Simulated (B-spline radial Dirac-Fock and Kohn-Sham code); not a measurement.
Core-level shifts of europium with charge state

The computed values come from a radial B-spline solver: Dirac-Fock ΔSCF + Breit + QED. Each ion is free and in its tabulated ground configuration. The model has no electron correlation.

Reference: Eu³⁴⁺, [Ar] 3d10 4s1, with 1s 49926.4 eV, 2s 9429.4 eV, 2p1/2 8996.8 eV, 2p3/2 8353.2 eV, 3p3/2 2772.8 eV, Kα1 (K-L3) 41573.2 eV, Kβ1 (K-M3) 47153.6 eV. Shifts from it, in eV (a dash: the subshell is empty, belongs to an open shell averaged over j, or its hole state is left out as unreliable):

```
  ion  configuration      1s      2s   2p1/2   2p3/2   3p3/2     Kα1      Kβ1
Eu³⁵⁺      [Ar] 3d10       ?       ?       ?       ?       ?       ?        ?
Eu³⁶⁺       [Ar] 3d9  +199.8  +189.9  +192.1  +191.0  +151.9   +8.78   +47.88
Eu³⁷⁺       [Ar] 3d8  +330.8  +316.9  +320.5  +318.6  +246.7  +12.20   +84.18
Eu³⁸⁺       [Ar] 3d7  +464.3  +446.0  +451.1  +448.4  +342.7  +15.90  +121.61
Eu³⁹⁺       [Ar] 3d6  +600.2  +577.1  +583.8  +580.3  +440.0  +19.88  +160.19
Eu⁴⁰⁺       [Ar] 3d5  +738.5  +710.3  +718.7  +714.3  +538.5  +24.16  +199.92
```

Question: Give the missing shifts for Eu³⁵⁺.

Answer: 1s +71.1, 2s +65.0, 2p1/2 +65.8, 2p3/2 +65.5, 3p3/2 +58.4, Kα1 +5.62, Kβ1 +12.73 (eV).

Over this range K (1s) moves by +738.5 eV and Kα1 by +24.2 eV: a line is a difference of two levels that shift in the same direction.
